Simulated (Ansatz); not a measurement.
Isolated molecules relaxed with PBE0-D4/def2-TZVP in Ansatz; ΔE leaves out vibrations. CCSD(T)/CBS is the MP2 limit (def2-TZVPP, def2-QZVPP) plus CCSD(T) − MP2 in def2-TZVPP, frozen cores. This one scheme is used for every species. Functionals use def2-TZVPP.

`CC1BB1F` + H₂ → `FB1BC1` + CH₄  (hydrogenolysis of a C–C bond)

```csv
species,PBE-QIDH energy (Eh)
`CC1BB1F`,-228.53014
H₂,-1.17036
`FB1BC1`,-189.25360
CH₄,-40.47140
```

(1) Work out ΔE.

(2) What do rigid-rotor, harmonic-oscillator terms from PBE0-D4/def2-TZVP frequencies (298.15 K, 1 bar) make of the CCSD(T)/CBS value? (Estimate.)

Largest T1 diagnostic among the species: 0.013.

## Answers

(1) ΔE = (-189.25360) + (-40.47140) − (-228.53014) − (-1.17036) = -0.02450 Eh = -0.67 eV. CCSD(T)/CBS gives -0.66 eV.

(2) The calculation gave: ΔZPE = +0.15 eV, ΔH = -0.54 eV, ΔS = 18 J/(mol·K), ΔG = -0.59 eV. Modes under 50 cm⁻¹ make the entropy rough.

Leaving LDA and LC-ωPBE aside and taking each functional with its dispersion term where it has one, the values, not all of them listed here, spread over 0.15 eV, from B97M-V to revPBE-D4. LDA lies +0.06 eV from PBE without D4. The D4 term adds +0.07 eV with B3LYP and +0.04 eV with PBE0; it sums over pairs of atoms, weighted by their polarisabilities, and B3LYP, whose exchange is more repulsive, gets the larger term. In def2-TZVPP, CCSD(T) changes the Hartree–Fock value by +0.19 eV (the triples alone add +0.05 eV) and MP2 by +0.24 eV.

B3LYP here is the variant with VWN-RPA as its local correlation; programs differ in this.
